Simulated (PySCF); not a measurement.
# Electron correlation in C+ (carbon, charge +1)

[He] 2s2 2p1, 2P determinant. Calculation: PySCF 2.14, in cc-pVTZ-DK; scalar relativity by spin-free X2C-1e. Frozen: 1s2; 3 electrons correlated.

MP2 pair energies summed by pair of shells (mhartree):

```json
{"pair": "2s-2s", "energy": "-29.02", "share (%)": "57.2"}
{"pair": "2s-2p", "energy": "-21.68", "share (%)": "42.8"}
```

Total MP2 correlation energy: -50.70 mhartree.

Same-spin part -3.45 and opposite-spin part -47.25 mhartree; SCS-MP2 scales them by 1/3 and 6/5 to -57.85 mhartree.

```csv
level,correlation energy (mhartree)
CCSD,-74.50
(T),-1.15
CCSD(T),-75.65
```

Diagnostics: T1 = 0.0094, D1 = 0.0179, largest double amplitude 0.132.

Question: Is a single reference adequate?

Answer: Mostly. T1 lies below 0.03, but a double amplitude of this size points to a near-degeneracy that CCSD handles and MP2 describes poorly.
